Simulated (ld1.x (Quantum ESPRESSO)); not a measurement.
## nitrogen: one change to a TM potential, before and after

ld1.x (Quantum ESPRESSO) 7.5 input, shortened:

```
&input
   title='N', zed=7., rel=2, dft='PBE', iswitch=3,
   config='[He] 2s2 2p2 3d-2', rel_dist='average'
 /
 &inputp
   pseudotype=2, tm=.true., lloc=-1, rcloc=1.20,
   nlcc=.true., new_core_ps=.true.
 /
3
2S  1  0   2.00   0.00  0.80  0.80  0.0
2P  2  1   2.00   0.00  2.40  2.40  0.0
3D  3  2  -2.00   0.10  2.30  2.30  0.0
 &test
   configts(1)='2s2 2p2'
 /
```

Open shells are filled in proportion to 2j + 1 (rel_dist='average').

All-electron outer shells of the reference configuration (PBE, scalar-relativistic, ld1.x):

```csv
shell,level (eV),outermost node (bohr),outermost maximum (bohr)
2s,-32.46,0.32,0.99
2p,-20.69,–,0.92
```

Change: wave 2p (bound): rc 2.40 bohr becomes 2p (bound): rc 1.44 bohr.

Cutoffs: the cutoffs (Ry, on a coarse ladder) from which the occupation-weighted sum of valence levels, in a spherical-Bessel basis at the reference potential, stays within 10 and 1 mRy of its value at 400 Ry; they do not see the model core or the augmentation charge, which bear on the density cutoff. Errors are all-electron minus pseudo energies relative to the spin-unpolarised reference configuration.

Q: Predict the effect on cutoff, ghosts and configuration errors.

A: The potential gets neither clearly harder nor softer (55 Ry and 140 Ry → 60 Ry and 140 Ry); the s channel sets the loose cutoff, while the largest relative change is in p, which becomes harder; of the 7 tests that both files solve, the error grows in 0 and shrinks in 7 by more than 15 % and 0.3 meV (median size 248.1 → 35.0 meV); neither file shows a bound ghost. Less of the atom is replaced, so other configurations are described better.

| quantity | base | changed |
| --- | --- | --- |
| cutoff, loose | 55 Ry | 60 Ry |
| cutoff, tight | 140 Ry | 140 Ry |
| loose cutoff by channel (10 mRy a level) | s 50 Ry, p 25 Ry | s 50 Ry, p 50 Ry |
| bound ghosts | none | none |
| error for 2s2 2p3, meV [ΔE -13.59 eV] | +86 | +7.8 |
| error for 2s2 2p1, meV [ΔE 28.85 eV] | +322 | +45 |
| error for 2s2 2p0, meV [ΔE 75.94 eV] | +1976 | +335 |
| error for 2s1 2p4, meV [ΔE -2.08 eV] | +248 | +35 |
| error for 2s0 2p5, meV [ΔE 9.45 eV] | +377 | +77 |
| error for 2s2 2p2.5, meV [ΔE -8.50 eV] | +33 | +3.3 |
| error for 2s2 2p3.3, meV [ΔE -15.21 eV] | +109 | +9.3 |
